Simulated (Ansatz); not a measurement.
All numbers were calculated with Ansatz.

A structure relaxed at PBE0-D4/def2-TZVP, charge 0, multiplicity 1:

```tsv
atom	x (Å)	y (Å)	z (Å)
C1	-1.0984	0.0284	1.2717
S2	0.4337	0.6532	0.5745
C3	1.3764	-0.8672	0.4205
Al4	-0.2502	0.9670	-1.7467
H5	-1.5200	-0.7358	0.6179
H6	-0.9152	-0.3682	2.2703
H7	-1.7852	0.8721	1.3341
H8	0.8262	-1.5855	-0.1882
H9	2.3114	-0.6109	-0.0771
H10	1.5881	-1.2727	1.4098
H11	1.1790	1.2698	-2.3967
H12	-0.8514	-0.5113	-1.9431
H13	-1.2943	2.1613	-1.5471
```

Q: Give its formula and SMILES.

A: C2H9AlS, `C[S+](C)[AlH3-]`.

Q: Point group (tolerance 0.08 Å, 0.16 Å for H)?

A: Cs.

Q: Summarise the bond lengths by kind.

A: 2 × C–S 1.795 to 1.796 Å; 6 × C–H 1.090 to 1.091 Å; 1 × Al–S 2.440 Å; 3 × Al–H 1.599 to 1.608 Å.
